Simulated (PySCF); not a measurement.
Zr⁺ (zirconium, charge +1) across methods

[Kr] 4d3, high-spin 4F determinant (an excited configuration). All numbers are calculated (PySCF 2.14, the spin-free X2C one-electron Hamiltonian (Gaussian nucleus), in x2c-TZVPPall).

| method | E (hartree) | mean ε 4p α (eV) | mean ε 4p β (eV) | mean ε 4d α (eV) | Σ⟨r²⟩ (bohr²) | ⟨S²⟩ |
| --- | --- | --- | --- | --- | --- | --- |
| LDA | -3593.52 | -37.165 | -35.754 | -9.056 | 39.80 | 3.750 |
| CAM-B3LYP | -3598.19 | -40.949 | -38.983 | -11.285 | 39.36 | 3.751 |
| M06-L | -3597.86 | -37.666 | -35.684 | -8.778 | 38.79 | 3.752 |
| PBE | -3597.60 | -36.998 | -35.463 | -9.034 | 39.70 | 3.751 |
| PBE0 | -3597.68 | -39.560 | -37.482 | -10.121 | 39.25 | 3.752 |
| r2SCAN | -3597.99 | -37.818 | -36.008 | -9.180 | 39.21 | 3.753 |
| UHF | -3595.97693 | -46.392 | -42.496 | -12.909 | 39.05 | 3.756 |
| BLYP | -3598.10 | -36.805 | -35.413 | -8.836 | 39.98 | 3.751 |
| BHandHLYP | -3597.99 | -41.932 | -39.424 | -11.017 | 39.15 | 3.752 |
